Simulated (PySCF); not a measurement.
Ligand exchange on a metal centre used in film growth or etching (Ti Cl-NH2). Isolated molecules, 0 K electronic values unless said otherwise. One relaxed conformer stands for each flexible species; it need not be the lowest. All members: neutral, multiplicity 1. Level: B3LYP-D3(BJ)/def2-TZVP // r2SCAN-D4/def2-SVP (PySCF), beside PBE-D3(BJ)/def2-TZVP // r2SCAN-D4/def2-SVP (PySCF) at the same geometries. B3LYP has the VWN-RPA correlation part, as in Gaussian.  Orbital energies are measured against the vacuum level.

| species | LUMO, PBE (eV) | LUMO, B3LYP-D3(BJ) (eV) |
|---|---|---|
| [Ti(Cl)4] | -4.58 | -3.99 |
| [Ti(Cl)3(NH2)] | -4.11 | withheld |
| [Ti(Cl)2(NH2)2] | -3.27 | -2.58 |
| [Ti(Cl)(NH2)3] | -2.28 | -1.59 |
| [Ti(NH2)4] | -1.66 | -0.92 |

Fit y = a + b·x, y being the LUMO at the first level, to the 4 complete rows by least squares, with x = the PBE value in eV. Give a, b and the rms residual, and predict the withheld value.

Means of the 4 rows: x̄ = -2.9475, ȳ = -2.27 eV. Σ(x − x̄)² = 4.8723 and Σ(x − x̄)(y − ȳ) = 5.0999, so b = 1.047 and a = ȳ − b·x̄ = 0.816 eV. The rms residual is 0.018 eV. At x = -4.11 the line gives -3.49 eV. The run for [Ti(Cl)3(NH2)] gave -3.43 eV, so the line is off by 0.06 eV, more than twice the rms residual.

Codes: PySCF.
